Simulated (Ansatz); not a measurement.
ClK, triplet, at the geometry of the source list (a higher spin typed on purpose: for a closed-shell molecule this is an excited state); PBE0/def2-SV(P) (Ansatz, an electronic-structure program).

Input for Ansatz:
Ansatz 0.2 input:
```yaml
crystal:
  periodic: [false, false, false]
  atoms:
    - {symbol: K, position_ang: [-0.79280000, -0.70020000, -0.74460000]}
    - {symbol: Cl, position_ang: [0.79280000, 0.70020000, 0.74460000]}
basis:
  gaussian:
    orbitals: def2-SV_P_.json
hamiltonian:
  xc: pbe0
magnetization: {spin_polarized: true, initial_magnetization: 2}
```
The basis file holds def2-SV(P) in the JSON format of the Basis Set Exchange.

Problem. Predict the main parts of the log of this Ansatz run.

Solution. 
```
Functional definition: PBE0
386 factors; integrals over basis functions are off by at most 7.5e-4 eV
mean field evaluation 1: about -28829.8389 eV, gradient 3.3e0 eV
mean field evaluation 2: about -28829.9220 eV, gradient 8.7e-1 eV
mean field evaluation 4: about -28829.9544 eV, gradient 3.5e-1 eV
mean field evaluation 8: about -28829.9552 eV, gradient 2.9e-3 eV
mean field evaluation 16: about -28829.9552 eV, gradient 1.5e-5 eV
mean field -28829.95524060 eV, -1059.4813134465 hartree, gradient 4.4e-6 eV, S^2 2.002323; 3 other end points of the search recorded, 0 dependent functions left out
reference -28829.95528156 eV, -1059.4813149519 hartree; 19, 17 occupied and 23, 25 virtual orbitals, 386 factors
Total energy: -28829.95528156 eV, -1059.4813149519 hartree
```
